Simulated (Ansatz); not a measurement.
Species: sum formula SiOCl$_{3}$, net charge 0, doublet state. It need not be the lowest isomer of its formula. SMILES: [O][Si](Cl)(Cl)Cl
Structure (B3LYP-D3(BJ)/def2-TZVP (Ansatz, a quantum-chemistry and plane-wave program) minimum search):
```xyz
5

Si     0.2165    -0.0547     0.1416
Cl     0.5229     1.6018    -0.9990
Cl    -0.1825    -1.6878    -0.9945
Cl    -1.3064     0.2075     1.4565
O      1.6739    -0.1626     0.8933
```
Charge 0, spin multiplicity 2.

Parts of the frozen-core correlation energy in 6-31G* (Ansatz, hartree). Frozen orbitals: 21; correlated occupied orbitals by spin: 16 and 15; virtual: 54 and 55. Open shells are spin-unrestricted. Spin-orbit coupling is left out. No relativistic terms.

| term | value |
|---|---|
| reference (HF) | -1742.36759 |
| MP2 opposite-spin | -0.43530 |
| MP2 same-spin | -0.16113 |
| CCSD correlation | -0.64622 |
| (T) | -0.01615 |
| T1 diagnostic | 0.014 |
| largest doubles amplitude | 0.020 |
| <S^2> of the reference | 0.756 |
